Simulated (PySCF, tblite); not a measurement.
Isomers of C6H8F3PS. Method: GFN2-xTB as coded in tblite; computed harmonic values from a numerical Hessian at the method's own geometry, unscaled. Errors from tens to a few hundred cm⁻¹ against measured bands are possible. Modes of hydrogen on phosphorus can be 10 to 20 % off. One conformer each.

Electronic energies: PBE0/pcSseg-1 single points on the GFN2-xTB geometries (PySCF, gas phase).

```json
{"SMILES": "FC(F)=C(F)P1CCSCC1", "electronic energy, lowest = 0 (kcal/mol)": "25.4"}
{"SMILES": "C=C[C@@H]1[C@H](C(F)(F)F)C[P@@H]1=S", "electronic energy, lowest = 0 (kcal/mol)": "0.0"}
{"SMILES": "CC(C)[P@@]1(=S)C=C1C(F)(F)F", "electronic energy, lowest = 0 (kcal/mol)": "19.3"}
```

Q: How do GFN2-xTB zero-point energies change the relative energies?

A: 
```tsv
SMILES	ZPE (kcal/mol)	of it from modes above 1550 cm⁻¹	electronic (kcal/mol)	with ZPE, lowest = 0 (kcal/mol)	lowest mode (cm⁻¹)	rings
C=C[C@@H]1[C@H](C(F)(F)F)C[P@@H]1=S	80.4	35.9	0.0	0.0	44	1
CC(C)[P@@]1(=S)C=C1C(F)(F)F	80.6	36.9	19.3	19.5	15	1
FC(F)=C(F)P1CCSCC1	81.5	36.3	25.4	26.6	21	1
```

The zero-point energies span 1.1 kcal/mol, from `C=C[C@@H]1[C@H](C(F)(F)F)C[P@@H]1=S` to `FC(F)=C(F)P1CCSCC1`. The order is unchanged.

Q: And how do the electronic energies of GFN2-xTB itself compare?

A: `C=C[C@@H]1[C@H](C(F)(F)F)C[P@@H]1=S` 0.0; `CC(C)[P@@]1(=S)C=C1C(F)(F)F` 32.1; `FC(F)=C(F)P1CCSCC1` 18.1 kcal/mol, lowest = 0. Against the energies above, taken from the same isomer `C=C[C@@H]1[C@H](C(F)(F)F)C[P@@H]1=S`, the largest difference is 12.8 kcal/mol.
